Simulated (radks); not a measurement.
Values are calculated unless marked as measured or tabulated.
All-electron atom: Ta in [Xe] 4f14 5d3 6s2.

Code: a radial shooting solver on a logarithmic mesh with Libxc functionals. Model: scalar-relativistic Kohn-Sham, LDA (Slater exchange, Perdew-Wang correlation), spin-polarised, spherical densities, finite nucleus; open shells are filled with parallel spins first (spin-orbit coupling, left out, can overturn this in heavy ions); Fermi nuclear charge, rms radius 5.3507 fm; hard spherical wall at 7 bohr.

Energy parts (eV):
| part | energy |
|---|---|
| total | -424309.90 |
| kinetic | 465924.81 |
| electron-nucleus | -1048073.51 |
| Hartree | 166163.99 |
| exchange-correlation | -8325.19 |

Orbitals (lengths in bohr, moments of r in powers of bohr; r(max) is where P^2 peaks):
[
 {"orbital": "1s down", "occ.": "1", "eigenvalue (eV)": "-67288.37", "r(max)": "0.01169", "<r^2>": "0.0004794"},
 {"orbital": "1s up", "occ.": "1", "eigenvalue (eV)": "-67288.37", "r(max)": "0.01169", "<r^2>": "0.0004794"},
 {"orbital": "2s up", "occ.": "1", "eigenvalue (eV)": "-11562.06", "r(max)": "0.06691", "<r^2>": "0.007385"},
 {"orbital": "2s down", "occ.": "1", "eigenvalue (eV)": "-11561.97", "r(max)": "0.06691", "<r^2>": "0.007385"},
 {"orbital": "2p up", "occ.": "3", "eigenvalue (eV)": "-10139.07", "r(max)": "0.05478", "<r^2>": "0.006087"},
 {"orbital": "2p down", "occ.": "3", "eigenvalue (eV)": "-10138.99", "r(max)": "0.05478", "<r^2>": "0.006087"},
 {"orbital": "3s up", "occ.": "1", "eigenvalue (eV)": "-2647.437", "r(max)": "0.1888", "<r^2>": "0.04805"},
 {"orbital": "3s down", "occ.": "1", "eigenvalue (eV)": "-2647.403", "r(max)": "0.1888", "<r^2>": "0.04805"},
 {"orbital": "3p up", "occ.": "3", "eigenvalue (eV)": "-2224.007", "r(max)": "0.1866", "<r^2>": "0.04871"},
 {"orbital": "3p down", "occ.": "3", "eigenvalue (eV)": "-2223.971", "r(max)": "0.1866", "<r^2>": "0.04871"},
 {"orbital": "3d up", "occ.": "5", "eigenvalue (eV)": "-1728.173", "r(max)": "0.1519", "<r^2>": "0.04041"},
 {"orbital": "3d down", "occ.": "5", "eigenvalue (eV)": "-1728.110", "r(max)": "0.1519", "<r^2>": "0.04041"},
 {"orbital": "4s up", "occ.": "1", "eigenvalue (eV)": "-538.3393", "r(max)": "0.4290", "<r^2>": "0.2380"},
 {"orbital": "4s down", "occ.": "1", "eigenvalue (eV)": "-538.2569", "r(max)": "0.4290", "<r^2>": "0.2380"},
 {"orbital": "4p up", "occ.": "3", "eigenvalue (eV)": "-399.3112", "r(max)": "0.4496", "<r^2>": "0.2710"},
 {"orbital": "4p down", "occ.": "3", "eigenvalue (eV)": "-399.2276", "r(max)": "0.4497", "<r^2>": "0.2710"},
 {"orbital": "4d up", "occ.": "5", "eigenvalue (eV)": "-221.1129", "r(max)": "0.4614", "<r^2>": "0.3178"},
 {"orbital": "4d down", "occ.": "5", "eigenvalue (eV)": "-221.0059", "r(max)": "0.4614", "<r^2>": "0.3176"},
 {"orbital": "5s up", "occ.": "1", "eigenvalue (eV)": "-72.7011", "r(max)": "0.9887", "<r^2>": "1.367"},
 {"orbital": "5s down", "occ.": "1", "eigenvalue (eV)": "-71.7390", "r(max)": "0.9863", "<r^2>": "1.355"},
 {"orbital": "5p up", "occ.": "3", "eigenvalue (eV)": "-39.2716", "r(max)": "1.126", "<r^2>": "1.918"},
 {"orbital": "5p down", "occ.": "3", "eigenvalue (eV)": "-37.9978", "r(max)": "1.121", "<r^2>": "1.896"},
 {"orbital": "4f up", "occ.": "7", "eigenvalue (eV)": "-24.1161", "r(max)": "0.4405", "<r^2>": "0.5257"},
 {"orbital": "4f down", "occ.": "7", "eigenvalue (eV)": "-23.8583", "r(max)": "0.4403", "<r^2>": "0.5172"},
 {"orbital": "6s up", "occ.": "1", "eigenvalue (eV)": "-5.4321", "r(max)": "2.721", "<r^2>": "10.67"},
 {"orbital": "6s down", "occ.": "1", "eigenvalue (eV)": "-4.3454", "r(max)": "2.800", "<r^2>": "11.30"},
 {"orbital": "5d up", "occ.": "3", "eigenvalue (eV)": "-3.7198", "r(max)": "1.597", "<r^2>": "5.685"},
 {"orbital": "5d down", "occ.": "0", "eigenvalue (eV)": "-2.2186", "r(max)": "1.589", "<r^2>": "6.128"},
 {"orbital": "6p up", "occ.": "0", "eigenvalue (eV)": "-0.4130", "r(max)": "3.524", "<r^2>": "15.07"},
 {"orbital": "6p down", "occ.": "0", "eigenvalue (eV)": "0.2841", "r(max)": "3.651", "<r^2>": "15.72"},
 {"orbital": "7s up", "occ.": "0", "eigenvalue (eV)": "7.0398", "r(max)": "5.102", "<r^2>": "20.59"},
 {"orbital": "7s down", "occ.": "0", "eigenvalue (eV)": "7.6508", "r(max)": "5.150", "<r^2>": "20.40"},
 {"orbital": "5f up", "occ.": "0", "eigenvalue (eV)": "8.5939", "r(max)": "4.526", "<r^2>": "20.07"},
 {"orbital": "5f down", "occ.": "0", "eigenvalue (eV)": "9.0406", "r(max)": "4.605", "<r^2>": "20.66"}
]

The highest occupied level is 5d up at -3.720 eV. The electron density at the nucleus is 1.389e+06 e/bohr^3 (large components only). The density falls to 0.001 e/bohr^3 at r = 4.81 bohr.
